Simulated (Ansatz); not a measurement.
Sn₅S₅⁻. Total charge -1; doublet. Geometry PBE0-D4/def2-SVP.

```csv
atom,x (Å),y (Å),z (Å)
Sn1,0.1440,2.3924,-0.9418
Sn2,-0.7994,-0.6197,-2.6128
Sn3,1.5899,-1.6663,0.2600
Sn4,-2.1886,-1.1466,0.7263
Sn5,1.8683,0.7453,2.3792
S6,1.4421,0.2136,-1.5571
S7,-0.8206,-2.5650,-0.9581
S8,0.8706,2.7704,1.3969
S9,-0.0626,-1.0182,2.1761
S10,-2.0438,0.8943,-0.8686
```

In the def2 sets Sn takes a core potential; there is no spin–orbit coupling. The structure comes from a short search, and lower isomers may exist.

Estimate the α-spin orbital energies around the gap (eV) in Ansatz with PBE-D4/def2-SVP, PBE0-D4/def2-SVP.


```
orbital  PBE-D4/def2-SVP  PBE0-D4/def2-SVP
 HOMO−5            -2.61             -3.68
 HOMO−4            -2.22             -3.22
 HOMO−3            -1.99             -2.97
 HOMO−2            -1.91             -2.83
 HOMO−1            -1.83             -2.73
   HOMO            -0.50             -1.28
   LUMO             0.91              1.49
 LUMO+1             1.11              1.66
 LUMO+2             1.25              1.80
 LUMO+3             1.65              2.27
 LUMO+4             1.87              2.48
 LUMO+5             2.15              2.77
 β HOMO            -1.78             -2.66
 β LUMO             0.02              0.58
```
